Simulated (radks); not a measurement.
Results of a calculation; reference values are marked as such.
Species: Os. Configuration: [Xe] 4f13 5d7 6s2 (not the ground configuration). Code: a radial shooting solver on a logarithmic mesh with Libxc functionals. Model: scalar-relativistic Kohn-Sham, PBE, spin-polarised, spherical densities, finite nucleus; open shells are filled with parallel spins first (spin-orbit coupling, left out, can overturn this in heavy ions); Fermi nuclear charge, rms radius 5.4126 fm.

Normalised radial functions P(r) = r R(r), r in bohr:

```
   r/bohr * 5p up, o 5p down (the largest magnitude, 1.03, reaches the edge; | marks zero, & curves that meet)
 0.001934                             &
 0.002621                             &
 0.003552                             &
 0.004814                             |&
 0.006524                             |&
 0.008913                             | &
  0.01208                             |  &
  0.01637                             |   &
  0.02219                             |     &
  0.03007                             |      &
  0.04108                             |      &
  0.05568                             |    &
  0.07546                             &
   0.1023                       &     |
   0.1386                   &         |
   0.1893                       &     |
   0.2566                             |     &
   0.3478                             |              &
   0.4713                             |        &
   0.6388                  &          |
   0.8657  o*                         |
    1.183  &                          |
    1.603            &                |
    2.172                      &      |
    2.944                           & |
     3.99                             &
    5.451                             &
    7.387                             &
    10.01                             &
```

5p up: eigenvalue -54.556 eV, 3 radial nodes at r = 0.0764, 0.221, 0.545 bohr, <r> = 1.15 bohr, 90 % of the charge inside 1.67 bohr. 5p down: eigenvalue -52.566 eV, 3 radial nodes at r = 0.0764, 0.221, 0.545 bohr, <r> = 1.15 bohr, 90 % of the charge inside 1.67 bohr.
